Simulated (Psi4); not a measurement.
C₄H₁₂O₂Si, triplet, at the geometry of the source list (a higher spin typed on purpose: for a closed-shell molecule this is an excited state); WB97X/STO-3G (Psi4).

The Psi4 input:
```
memory 2 GB

molecule {
0 3
C    -1.94590000   -1.39060000    0.63670000
O    -0.61890000   -0.95920000    0.69300000
Si    0.08070000    0.34400000   -0.01650000
C    -0.67850000    1.98930000    0.54080000
C     0.01830000    0.16000000   -1.91570000
O     1.59490000    0.39160000    0.56900000
C     2.54260000   -0.63650000    0.62760000
H    -2.02320000   -2.30800000    1.22120000
H    -2.25080000   -1.59430000   -0.39240000
H    -2.61670000   -0.63810000    1.05870000
H    -1.71260000    2.06540000    0.21830000
H    -0.14440000    2.83910000    0.13110000
H    -0.66130000    2.08130000    1.62220000
H     0.47580000   -0.77320000   -2.23740000
H     0.54630000    0.96850000   -2.41190000
H    -1.00220000    0.16450000   -2.28970000
H     3.47000000   -0.21140000    1.01520000
H     2.19990000   -1.43250000    1.29280000
H     2.72610000   -1.05990000   -0.36300000
}

set {
  basis sto-3g
  reference uks
}

energy('wb97x')
print_variables()
```

The log (banner, timings and long lists left out):

```
   => Loading Basis Set <=

    Name: STO-3G
    Role: ORBITAL
    Keyword: BASIS

         ---------------------------------------------------------
                                   SCF
               by Justin Turney, Rob Parrish, Andy Simmonett
                          and Daniel G. A. Smith
                              UKS Reference
         ---------------------------------------------------------

  ==> Geometry <==

    Molecular point group: c1
    Full point group: C1

    Geometry (in Angstrom), charge = 0, multiplicity = 3:

       Center              X                  Y                   Z               Mass
    ------------   -----------------  -----------------  -----------------  -----------------
         C           -2.080048055788    -1.408207288813     0.492997784097    12.000000000000
         O           -0.753048055788    -0.976807288813     0.549297784097    15.994914619570
         SI          -0.053448055788     0.326392711187    -0.160202215903    27.976926534650
         C           -0.812648055788     1.971692711187     0.397097784097    12.000000000000
         C           -0.115848055788     0.142392711187    -2.059402215903    12.000000000000
         O            1.460751944212     0.373992711187     0.425297784097    15.994914619570
         C            2.408451944212    -0.654107288813     0.483897784097    12.000000000000
         H           -2.157348055788    -2.325607288813     1.077497784097     1.007825032230
         H           -2.384948055788    -1.611907288813    -0.536102215903     1.007825032230
         H           -2.750848055788    -0.655707288813     0.914997784097     1.007825032230
         H           -1.846748055788     2.047792711187     0.074597784097     1.007825032230
         H           -0.278548055788     2.821492711187    -0.012602215903     1.007825032230
         H           -0.795448055788     2.063692711187     1.478497784097     1.007825032230
         H            0.341651944212    -0.790807288813    -2.381102215903     1.007825032230
         H            0.412151944212     0.950892711187    -2.555602215903     1.007825032230
         H           -1.136348055788     0.146892711187    -2.433402215903     1.007825032230
         H            3.335851944212    -0.229007288813     0.871497784097     1.007825032230
         H            2.065751944212    -1.450107288813     1.149097784097     1.007825032230
[...]
      Ntotal   =   65.9999964399 ; deviation = -3.560e-06

   @Spin Contamination Metric:   1.081028684E-02
   @S^2 Expected:                2.000000000E+00
   @S^2 Observed:                2.010810287E+00
   @S   Expected:                1.000000000E+00
   @S   Observed:                1.000000000E+00

    Orbital Energies [Eh]
    ---------------------

    Alpha Occupied:

[...]
      34A      0.110560

    Alpha Virtual:

[...]
    Beta Occupied:

[...]
    Beta Virtual:

[...]
      51A      0.682757

    Final Occupation by Irrep:
              A
    DOCC [    32 ]
    SOCC [     2 ]
    NA   [    34 ]
    NB   [    32 ]

  @DF-UKS Final Energy:  -591.91616767193295

   => Energetics <=

    Nuclear Repulsion Energy =            419.9742296899766529
    One-Electron Energy =               -1651.3886255736335897
    Two-Electron Energy =                 685.5108690758704597
    DFT Exchange-Correlation Energy =     -46.0126408641465545
    Empirical Dispersion Energy =           0.0000000000000000
    VV10 Nonlocal Energy =                  0.0000000000000000
    Total Energy =                       -591.9161676719329535

  UHF NO Occupations:
  HONO-2 :   32  A 1.9973628
  HONO-1 :   33  A 1.0000000
  HONO-0 :   34  A 1.0000000
  LUNO+0 :   35  A 0.0026372
  LUNO+1 :   36  A 0.0018426
  LUNO+2 :   37  A 0.0003417
  LUNO+3 :   38  A 0.0002569

Computation Completed

Properties will be evaluated at   0.000000,   0.000000,   0.000000 [a0]

Properties computed using the SCF density matrix

 Multipole Moments:

 ------------------------------------------------------------------------------------
     Multipole            Electronic (a.u.)      Nuclear  (a.u.)        Total (a.u.)
 ------------------------------------------------------------------------------------

 L = 1.  Multiply by 2.5417464519 to convert [e a0] to [Debye]
 Dipole X            :          2.4582703           -2.4378822            0.0203882
 Dipole Y            :         -0.1840478           -0.0987969           -0.2828447
 Dipole Z            :          2.4922291           -2.6793411           -0.1871120
 Magnitude           :                                                    0.3397465

 ------------------------------------------------------------------------------------

  Variable Map:
  ----------------------------------------------------------------------------
[...]
  Array Variable Map:
  ----------------------------------------------------------------------------
[...]
[...]
```
